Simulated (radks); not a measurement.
The numbers below are computed, except where a source is named.
Radial electron density D(r) = 4 pi r^2 rho(r) of an atom or ion with 34 electrons. Code: a radial shooting solver on a logarithmic mesh with Libxc functionals. Model: scalar-relativistic Kohn-Sham, PBEsol, spin-polarised, spherical densities, finite nucleus; Fermi nuclear charge, rms radius of each element as measured or else 0.836 A^(1/3) + 0.57 fm.

r (bohr),D(r) (e/bohr),spin D(r)
0.001482,0.8271,-0.00000305
0.001697,1.061,-0.00000391
0.001929,1.338,-0.00000492
0.00221,1.708,-0.00000628
0.002532,2.175,-0.00000799
0.002901,2.761,-0.0000101
0.003297,3.444,-0.0000126
0.003778,4.338,-0.0000159
0.004328,5.438,-0.0000198
0.004958,6.781,-0.0000247
0.005635,8.298,-0.0000301
0.006456,10.21,-0.0000368
0.007397,12.47,-0.0000446
0.008475,15.09,-0.0000533
0.009632,17.87,-0.0000622
0.01104,21.15,-0.0000718
0.01264,24.70,-0.0000807
0.01448,28.39,-0.0000871
0.01646,31.86,-0.0000879
0.01886,35.33,-0.0000781
0.02161,38.33,-0.0000473
0.02476,40.58,0.0000232
0.02814,41.82,0.000157
0.03224,42.04,0.000435
0.03693,41.16,0.000977
0.04231,39.41,0.00202
0.04809,37.38,0.00386
0.0551,35.47,0.00749
0.06312,34.53,0.0143
0.07232,35.19,0.0266
0.08219,37.45,0.0469
0.09417,41.27,0.0837
0.1079,45.56,0.145
0.1236,48.86,0.245
0.1405,49.77,0.388
0.1609,47.58,0.610
0.1844,42.38,0.919
0.2113,35.60,1.32
0.2401,29.76,1.78
0.2751,26.06,2.32
0.3152,25.78,2.84
0.3611,28.09,3.27
0.4104,30.72,3.49
0.4702,31.76,3.47
0.5387,29.68,3.18
0.6171,24.73,2.68
0.7014,18.81,2.10
0.8036,12.92,1.50
0.9206,8.722,0.977
1.055,6.510,0.592
1.199,5.774,0.345
1.373,5.601,0.178
1.574,5.359,0.0782
1.803,4.730,0.0202
2.049,3.824,-0.00980
2.347,2.741,-0.0238
2.689,1.756,-0.0256
3.081,1.004,-0.0207
3.502,0.5321,-0.0142
4.012,0.2410,-0.00804
4.597,0.09610,-0.00394
5.266,0.03318,-0.00165
5.985,0.01046,-0.000620
6.857,0.002539,-0.000179

What is the nuclear charge?

Answer. Z = 34. The innermost maximum, from 1s, lies near gamma/Z bohr with gamma = sqrt(1 - (Z/c)^2) = 0.969, here 0.0285 bohr (found: 0.0310), and its height grows with Z. The density is that of neutral selenium in [Ar] 3d8 4s2 4p6; the configuration itself is not fixed sharply by these data, and Z only to about a unit. D(r) has 3 maxima, at r = 0.0310, 0.137, 0.463 bohr, and minima at 0.0641, 0.298 bohr, inside which lie 2.07, 10.95 electrons.
